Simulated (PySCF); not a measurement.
**How good is the calculation?**

Molfile (atoms numbered from 1):
```
C4H10O2S
     RDKit          3D

 17 16  0  0  0  0  0  0  0  0999 V2000
   -1.9736    0.4033    0.3282 C   0  0  0  0  0  0  0  0  0  0  0  0
   -1.1621   -0.6032   -0.4722 C   0  0  0  0  0  0  0  0  0  0  0  0
    0.2483   -0.1486   -0.8187 C   0  0  0  0  0  0  0  0  0  0  0  0
    1.2339    0.0593    0.6770 S   0  0  0  0  0  6  0  0  0  0  0  0
    2.9214    0.0633    0.0933 C   0  0  0  0  0  0  0  0  0  0  0  0
    1.0526   -1.1430    1.4896 O   0  0  0  0  0  0  0  0  0  0  0  0
    0.9668    1.3823    1.2410 O   0  0  0  0  0  0  0  0  0  0  0  0
   -2.9918    0.0255    0.5019 H   0  0  0  0  0  0  0  0  0  0  0  0
   -1.5116    0.6043    1.3049 H   0  0  0  0  0  0  0  0  0  0  0  0
   -2.0542    1.3661   -0.2004 H   0  0  0  0  0  0  0  0  0  0  0  0
   -1.6707   -0.8356   -1.4227 H   0  0  0  0  0  0  0  0  0  0  0  0
   -1.0835   -1.5524    0.0818 H   0  0  0  0  0  0  0  0  0  0  0  0
    0.7689   -0.9011   -1.4307 H   0  0  0  0  0  0  0  0  0  0  0  0
    0.2715    0.8229   -1.3361 H   0  0  0  0  0  0  0  0  0  0  0  0
    3.0657    0.8929   -0.6105 H   0  0  0  0  0  0  0  0  0  0  0  0
    3.1589   -0.9076   -0.3588 H   0  0  0  0  0  0  0  0  0  0  0  0
    3.5274    0.2229    0.9954 H   0  0  0  0  0  0  0  0  0  0  0  0
  1  2  1  0
  2  3  1  0
  3  4  1  0
  4  5  1  0
  4  6  2  0
  4  7  2  0
  1  8  1  0
  1  9  1  0
  1 10  1  0
  2 11  1  0
  2 12  1  0
  3 13  1  0
  3 14  1  0
  5 15  1  0
  5 16  1  0
  5 17  1  0
M  END
```

The experiment to reproduce: δ ¹³C C3 56.3; C2 16.3; C1 13.0 ppm (measured; solution, not stated per compound (mostly CDCl3 or CCl4); Pretsch, Buehlmann, Badertscher, Structure Determination of Organic Compounds, 4th ed. (2009)).

- PBE0-D3(BJ)/def2-SVP geometry
- shielding tensors at HF/pcSseg-1 (GIAO)
- run in PySCF
- non-relativistic Hamiltonian, one averaged value for each set of equivalent atoms, single conformer, isolated molecule

Task: What does the calculation give, and how does it compare?

Result: 
Reference values: measured (solution, not stated per compound (mostly CDCl3 or CCl4); Pretsch, Buehlmann, Badertscher, Structure Determination of Organic Compounds, 4th ed. (2009)).
| atoms | quantity | reference | computed | computed, scaled |
| --- | --- | --- | --- | --- |
| C3 | δ ¹³C | 56.3 | 52.1 | 51.0 |
| C2 | δ ¹³C | 16.3 | 15.4 | 17.0 |
| C1 | δ ¹³C | 13.0 | 14.1 | 15.8 |

Computed shifts are σ(ref) − σ with the named reference compound (TMS for H and C) calculated as an isolated molecule at the same level. The measured values may be among those fitted. Expected solution values come from regression of measured δ (H and C: mostly CDCl3, vs TMS) on computed σ: ¹³C (scatter 2.1 ppm rms, 3.7 ppm with the 4 outliers that the fit left out). Occasional misses reach two or three times the rms, and more in compound classes unlike the fitted ones.

Task: How far are the unscaled ¹³C shifts from the references?

Result: Mean signed difference -1.33 ppm, mean absolute 2.07 ppm over 3 comparisons; the largest is -4.2 ppm at C3 (sp3 CH2 bonded to S).
